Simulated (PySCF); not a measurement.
CBr4, triplet, at the geometry of the source list (a higher spin typed on purpose: for a closed-shell molecule this is an excited state). Base run: B3LYP/6-31G (PySCF).

The PySCF input:
```python
from pyscf import gto, scf, dft

mol = gto.M(
    atom='''
Br    1.88530000   -0.43270000   -0.15840000
C    -0.00000000   -0.00000000   -0.00000000
Br   -0.26770000    1.88070000   -0.39740000
Br   -0.59920000   -0.37070000    1.80840000
Br   -1.01850000   -1.07720000   -1.25260000
''',
    basis='6-31g',
    spin=2,
    verbose=4,
)

mf = dft.UKS(mol)
mf.xc = 'b3lyp'
mf.kernel()
```

Each row names what was changed in the base input (with any setting that the change needs).

```
change                                           ΔE vs base (mEh)  fitting functions
-----------------------------------------------  ----------------  -----------------
base                                                        0.000                  -
auxbasis = def2-tzvp-ri                                  -30620.7                712
auxbasis = cc-pvtz-jkfit                                   -0.249                907
auxbasis = cc-pvtz-ri                                    -33010.6                745
auxbasis = even-tempered beta=2.0                          -0.148               1167
auxbasis = def2-universal-jfit                            17270.3                281
auxbasis = cc-pvqz-jkfit                                   -0.242                978
auxbasis = autoaux                                          0.149               1165
auxbasis = def2-svp-ri                                   -29760.0                556
auxbasis = default (with mf = mf.density_fit())             545.5                754
```

A fitting set is made for a task (jfit for Coulomb, jkfit for Coulomb and exchange, ri for correlation) and for a family of orbital bases.

Open shells are given as the SCF converged; they aren't shown to be the lowest states, and a large step between rows can be another state.
